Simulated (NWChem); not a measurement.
System: BeHOF; SMILES [Be]([OH])[F]

```xyz
4

Be     0.0033    -0.0402     0.0000
F     -0.0067    -1.4388     0.0000
O     -0.0553     1.3686     0.0000
H      0.4900     2.1605     0.0000
```
Atoms are numbered in this order, from 1.

All runs use the structure optimised with PBE-D3(BJ)/def2-SVP.

Symmetry labels are those of Cs in the frame above (b1 and b2, or b-type labels, depend on it).

### Question
List the 6 lowest vertical singlet excitations from B3LYP/def2-SVPD, TDA (NWChem).

### Answer
```
state  energy (eV)  oscillator strength  symmetry  leading excitation (squared amplitude)
-----  -----------  -------------------  --------  --------------------------------------
S1            7.43                0.056        a"                      HOMO → LUMO (0.99)
S2            7.72                0.052        a'                    HOMO−1 → LUMO (0.98)
S3            8.76                0.002        a"                    HOMO → LUMO+2 (0.67)
S4            8.82                0.002        a"                    HOMO → LUMO+1 (0.70)
S5            9.00                0.000        a'                    HOMO → LUMO+3 (0.52)
S6            9.09                0.010        a'                  HOMO−1 → LUMO+1 (0.90)
```
